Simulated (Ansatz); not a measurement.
Cost and result for the atomization energy of `N[SiH](O)[Si](N)(F)F` (13 atoms, 12 bonds).

Cartesian coordinates in Å:
```
N -1.7020 -1.3468 0.6132
Si -0.9800 0.1955 0.6367
O -0.1326 0.6242 1.9936
Si 0.5040 0.1761 -1.1773
N 1.9974 0.8280 -0.7131
F 0.7762 -1.3222 -1.6739
F -0.1192 0.8739 -2.4735
H -2.5191 -1.5932 1.1458
H -1.2536 -2.1459 0.1986
H -2.0309 1.2369 0.5781
H 0.6211 0.0768 2.2224
H 2.8119 0.8168 -1.3064
H 2.0269 1.5800 -0.0439
```

The species carries charge 0 and has multiplicity 1. The structure was optimised at the PBE0-D4/def2-TZVP level. It is one conformer, not always the lowest. Program: Ansatz. All runs use 2 threads of an AMD EPYC 7R13 on a shared host and a share of an NVIDIA H100 80 GB. Times are those of one run each, without the atoms' runs, and a repeat can differ threefold. Electronic energies, without spin–orbit coupling; frozen cores. CCSD(T)/CBS adds CCSD(T) − MP2 in def2-TZVPP to the MP2 limit, and its time is that of the two runs behind it. T1 = 0.012. B3LYP takes the VWN-RPA correlation (the form of Gaussian; ORCA's B3LYP/G).

CCSD(T)/CBS is a level of theory with its own doubt, some kJ/mol a heavy atom from the limit and from the frozen cores, so smaller differences don't rank the functionals.

```
                             level  functions  wall time
                PBE0-D4/def2-TZVPP        323      1.8 s
   PBE-D4/def2-TZVPP (with forces)        323      2.1 s
 B3LYP-D4/def2-TZVPP (with forces)        323      2.1 s
r2SCAN-D4/def2-TZVPP (with forces)        323      2.7 s
                ωB97X-V/def2-TZVPP        323      3.3 s
                 B2PLYP/def2-TZVPP        323      3.8 s
                    MP2/def2-QZVPP        605      5.5 s
  ωB97M-V/def2-TZVPP (with forces)        323      5.5 s
                CCSD(T)/def2-TZVPP        323        6 s
                 CCSD(T)/CBS(def2)          –       12 s
```

Task: What atomization energy does each give, and how far from CCSD(T)/CBS? (An estimate is asked.)

Result: The calculation gave: 
```
                             level  atomization (kJ/mol)  difference from CCSD(T)/CBS  per bond
                PBE0-D4/def2-TZVPP                4925.1                        -74.8      -6.2
   PBE-D4/def2-TZVPP (with forces)                5045.5                         45.6       3.8
 B3LYP-D4/def2-TZVPP (with forces)                4969.1                        -30.8      -2.6
r2SCAN-D4/def2-TZVPP (with forces)                4960.6                        -39.3      -3.3
                ωB97X-V/def2-TZVPP                5003.0                          3.1       0.3
                 B2PLYP/def2-TZVPP                4918.6                        -81.3      -6.8
                    MP2/def2-QZVPP                5054.9                         55.0       4.6
  ωB97M-V/def2-TZVPP (with forces)                4995.1                         -4.8      -0.4
                CCSD(T)/def2-TZVPP                4821.5                       -178.4     -14.9
                 CCSD(T)/CBS(def2)                4999.9                          0.0       0.0
```

The D4 term adds +52.1 kJ/mol with B3LYP and +27.7 kJ/mol with PBE0; it sums over pairs of atoms, weighted by their polarisabilities, and B3LYP, whose exchange is more repulsive, gets the larger term. In def2-TZVPP, CCSD(T) changes the Hartree–Fock value by +1342.0 kJ/mol (the triples alone add +77.4 kJ/mol) and MP2 by +1467.0 kJ/mol; breaking electron pairs costs correlation energy, which Hartree–Fock lacks. From PBE to PBE0 (25 % exact exchange), in def2-TZVPP and without D4, the atomization energy moves by −115.7 kJ/mol: exact exchange takes away binding that semilocal exchange gives to molecules.
